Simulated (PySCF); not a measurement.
# Correlation energy of Sb⁺ (antimony, charge +1)

[Kr] 4d10 5s2 5p2, high-spin 3P determinant. All numbers are calculated (PySCF 2.14, scalar relativity through the core potential, in aug-cc-pwCVQZ-PP with ECP28MDF (10s10p8d6f4g1h, 169 functions)). Frozen: 4s2 4p6 4d10; 4 electrons correlated.

MP2 pair energies summed by pair of shells (mhartree):

```json
{"pair": "5s-5p", "energy": "-31.60", "share (%)": "62.2"}
{"pair": "5s-5s", "energy": "-14.50", "share (%)": "28.6"}
{"pair": "5p-5p", "energy": "-4.67", "share (%)": "9.2"}
```

Total MP2 correlation energy: -50.77 mhartree.

Same-spin part -8.14 and opposite-spin part -42.63 mhartree; SCS-MP2 scales them by 1/3 and 6/5 to -53.87 mhartree.
